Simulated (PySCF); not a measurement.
**Magnetic susceptibility: `C=CC[P@@+](C)([AlH3-])P`, C$_{4}$H$_{13}$AlP$_{2}$**

Geometry (Å), atoms numbered from 1 in this order:
```xyz
20

C     2.352    0.088    0.676
C     1.781   -1.089    0.844
C     0.302   -1.298    0.953
P    -0.634   -0.041   -0.042
C    -2.366   -0.482    0.387
Al   -0.127    2.348   -0.516
P    -0.485   -0.892   -2.021
H     3.422    0.199    0.621
H     1.767    1.001    0.598
H     2.385   -1.985    0.930
H    -0.014   -1.188    1.997
H     0.022   -2.303    0.621
H    -2.567   -1.534    0.182
H    -2.542   -0.269    1.441
H    -3.032    0.140   -0.210
H     1.061    2.151   -1.531
H    -1.556    2.555   -1.161
H     0.171    2.887    0.924
H     0.878   -0.608   -2.091
H    -0.826    0.330   -2.605
```

Theory: GIAO B97-2/pcSseg-1 magnetisability, rotational g tensor and spin-rotation constants, non-relativistic, gas phase in PySCF. Geometry: GFN2-xTB.

Q: How diamagnetic is it, and how anisotropic?

A: Isotropic -1664 × 10⁻³⁰ J/T², or -100.2 × 10⁻⁶ cm³/mol; principal values -1747, -1654, -1591 × 10⁻³⁰ J/T², anisotropy 136 × 10⁻³⁰ J/T² (root of half the summed squared differences of the principal values). The susceptibility is in cgs units.

Q: Split it along the inertial axes a, b, c into diamagnetic and paramagnetic parts about the centre of mass, with the quadrupole moment.

A: 
| axis | χ (10⁻⁶ cm³/mol) | diamagnetic (10⁻⁶ cm³/mol) | paramagnetic (10⁻⁶ cm³/mol) | summed x² of all electrons (Å²) | quadrupole Θ (D Å) |
| --- | --- | --- | --- | --- | --- |
| a | -99.4 | -1040.8 | 941.4 | 175.7 | +3.74 |
| b | -97.5 | -1146.4 | 1048.9 | 150.8 | -7.95 |
| c | -103.7 | -1385.6 | 1281.8 | 94.5 | +4.21 |

Anisotropies 2χaa − χbb − χcc = +2.3 and 2χbb − χaa − χcc = +8.2 × 10⁻⁶ cm³/mol. Θ is traceless in Buckingham's convention.

Q: And the rotational g tensor?

A: 
| axis | rotational constant (GHz) | g | nuclear part | electronic part |
| --- | --- | --- | --- | --- |
| a | 1.3389 | -0.0183 | 0.5738 | -0.5921 |
| b | 1.2191 | -0.0138 | 0.5869 | -0.6008 |
| c | 0.9694 | -0.0114 | 0.5724 | -0.5838 |

Asymmetric top; isotopes 27Al, 12C, 1H, 31P; no vibrational averaging.
